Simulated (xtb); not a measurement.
A geometry relaxed with GFN2-xTB (xtb), charge 0, multiplicity 1:

```xyz
5

F     -0.9620    -1.0828    -1.2530
F      1.8686    -0.4068    -0.1067
F     -0.2753     1.8499    -0.4121
Sn     0.0001    -0.0001     0.0000
F     -0.6313    -0.3603     1.7719
```

Write the SMILES of this molecule.

`[F][Sn]([F])([F])[F]`
